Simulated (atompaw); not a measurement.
**Before and after: PAW (atompaw) potential for iron**

- Element: Fe
- Generator: atompaw 4.2.0.5
- Type: PAW
- Functional: PBE
- Relativity: scalar-relativistic
- Frozen core: [Ne]
- Valence charge: 16
- Reference configuration: 3s2 3p6 3d6 4s1 4p0 (charge +1)
- Partial waves: 3s (bound); 4s (bound); 3p (bound); 4p (bound, empty); 3d (bound); 3d channel at 0.8 Ry
- Local potential: vpsmatchnc scheme with l = 3 at -0.5 Ry, radius 1.60 bohr
- Core correction: smooth core density matched at 1.15 bohr
- Augmentation charge: sinc compensation charge, radius 1.50 bohr; PAW radius 1.90 bohr; waves and projectors: bloechl

All-electron outer shells of the reference configuration (PBE, scalar-relativistic, ld1.x):

```
shell  level (eV)  outermost node (bohr)  outermost maximum (bohr)
   2p     -706.87                      –                      0.18
   3s     -102.54                   0.33                      0.70
   3p      -68.58                   0.30                      0.72
   3d      -15.96                      –                      0.71
   4s      -12.33                   1.00                      2.29
   4p       -7.34                   1.09                      2.83
```

Change: waves 3s (bound): rc 1.35 bohr; 4s (bound): rc 1.40 bohr; 3p (bound): rc 1.30 bohr; 4p (bound): rc 1.90 bohr; 3d (bound): rc 1.90 bohr; 3d channel at 0.8 Ry: rc 1.90 bohr; augmentation sinc compensation charge, radius 1.50 bohr; PAW radius 1.90 bohr; waves and projectors: custom polynom vanderbiltortho.

Cutoffs: the cutoffs (Ry, on a coarse ladder) from which the occupation-weighted sum of valence levels, in a spherical-Bessel basis at the reference potential, stays within 10 and 1 mRy of its value at 400 Ry; they do not see the model core or the augmentation charge, which bear on the density cutoff.

Task: What does the change do?

Result: The potential gets softer (110 Ry and 140 Ry → 70 Ry and 90 Ry); the range in which the p phases agree narrows (upper end at the end of the scan → 0.5); neither file shows a bound ghost.

| quantity | base | changed |
| --- | --- | --- |
| cutoff, loose | 110 Ry | 70 Ry |
| cutoff, tight | 140 Ry | 90 Ry |
| loose cutoff by channel (10 mRy a level) | s 80 Ry, p 80 Ry, d 70 Ry | s 25 Ry, p 40 Ry, d 25 Ry |
| bound ghosts | none | none |
| s: phases at 1.92 bohr within 0.05 rad from the reference energy up to (Ry; the scan ends near 5) | 4.0 | to the end of the scan |
| p: phases at 1.92 bohr within 0.05 rad from the reference energy up to (Ry; the scan ends near 5) | to the end of the scan | 0.5 |
| d: phases at 1.92 bohr within 0.05 rad from the reference energy up to (Ry; the scan ends near 5) | to the end of the scan | to the end of the scan |
| lowest overlap eigenvalue by channel | s 0.29, p 0.86, d 1.00 | s 0.75, p 0.58, d 0.93 |

 The cutoffs see the waves, projectors and local potential, not the compensation charge or the core.
